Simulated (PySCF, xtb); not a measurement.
N-ethyl-methylboronamidic acid (C3H10BNO), SMILES B(NCC)(O)C.

GFN2-xTB in xtb at its own geometry gives an orbital gap of 6.55 eV and a dipole moment of 0.68 D.

Geometry: B3LYP-D3(BJ)/def2-SVP. Other conformers were not sampled.

Q: What does M06-2X/def2-TZVP in PySCF give? (The exact figures need the calculation; the answer reports its results.)

A: gap 9.56 eV (levels -8.33 and 1.22 eV), dipole 0.81 D.
